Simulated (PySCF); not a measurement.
Ligands exchanged one at a time, Ge H-SiH3. Gas-phase values, no solvent. Strings in code marks are SMILES.

The S1 excitation (TDA) from two functionals at the same geometries (PBE0-D3(BJ)/def2-SVP), both in PySCF: PBE-D3(BJ)/def2-TZVP and PBE0-D3(BJ)/def2-TZVP. Excitations are Tamm–Dancoff values on a coarser integration grid. The basis has no diffuse functions, so Rydberg states are missing or too high.

```json
[
 {"species": "1 of 4 H replaced by SiH3 (`[SiH3][GeH3]`)", "PBE-D3(BJ)/def2-TZVP (eV)": "7.24", "PBE0-D3(BJ)/def2-TZVP (eV)": "7.57"},
 {"species": "2 of 4 H replaced by SiH3", "PBE-D3(BJ)/def2-TZVP (eV)": "6.48", "PBE0-D3(BJ)/def2-TZVP (eV)": "6.91"},
 {"species": "3 of 4 H replaced by SiH3 (`[SiH3][GeH]([SiH3])[SiH3]`)", "PBE-D3(BJ)/def2-TZVP (eV)": "6.07", "PBE0-D3(BJ)/def2-TZVP (eV)": "6.57"}
]
```

Over these rows, drawn at random from the members with no instability flagged (it was tested for open shells, ions and some series alone), PBE minus PBE0-D3(BJ): mean -0.42 eV, from -0.50 eV to -0.33 eV.
